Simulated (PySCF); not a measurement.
**Computed vibrations of [PrCl2]+**

[PrCl2]+ (singlet in the valence; each metal's 4f electrons, 2 of them, lie in its core potential, out of spins and levels). PySCF 2.14.0, RKS PBE0, Pr lcecp-1-SVP with ECP48, Cl def2-SVP; non-relativistic Hamiltonian with scalar-relativistic core potentials where named; density fitting; no spin-orbit coupling. Central differences of gradients.

```xyz
3

Pr    0.0000    0.0000   -0.4772
Cl    2.0000    0.0000    0.9615
Cl   -2.0000    0.0000    0.9615
```

Run from Python with OMP_NUM_THREADS=2. Where DIIS fails, smearing, a level shift and second-order steps follow.
It took 17 s on 2 threads of Intel(R) Xeon(R) Platinum 8488C (Sapphire Rapids) (shared host).

Problem. What are the harmonic wavenumbers and infrared intensities?

Solution. Modes are labelled in C2v; negative numbers are unstable modes, those under 60 cm⁻¹ near the noise; a finer grid moves soft modes by up to 10 cm⁻¹.
```tsv
cm⁻¹	km/mol	symmetry
79	5.9	a1
385	29.6	a1
388	107.3	b2
```

Problem. Is this a minimum?

Solution. Yes. Ideal gas at 298.15 K and 1 bar: S = 319.4 J/(mol K), Cp = 54.0 J/(mol K), H − H(0 K) = 13.6 kJ/mol (rigid rotor, harmonic modes, spin degeneracy alone, that of the 4f electrons in the core included).

An lcecp potential fixes the number of 4f electrons, so in runs with it no electron can move into or out of that shell.
